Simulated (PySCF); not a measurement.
# Electron correlation in Zn (zinc, neutral)

[Ar] 3d9 4s2 5s1, high-spin 3D determinant (an excited configuration). Calculation: PySCF 2.14, in dyall-av2z; the non-relativistic Hamiltonian (point nucleus). Frozen: [Ar]; 12 electrons correlated; the 34 highest virtual orbitals of each spin left out.

```json
{"level": "CCSD", "correlation energy (mhartree)": "-344.93"}
{"level": "(T)", "correlation energy (mhartree)": "-7.93"}
{"level": "CCSD(T)", "correlation energy (mhartree)": "-352.86"}
```

Diagnostics: T1 = 0.014, D1 = 0.0563, largest double amplitude 0.082.

Q: Is a single reference adequate?

A: Mostly. T1 lies below 0.03, but a double amplitude of this size points to a near-degeneracy that CCSD handles and MP2 describes poorly.
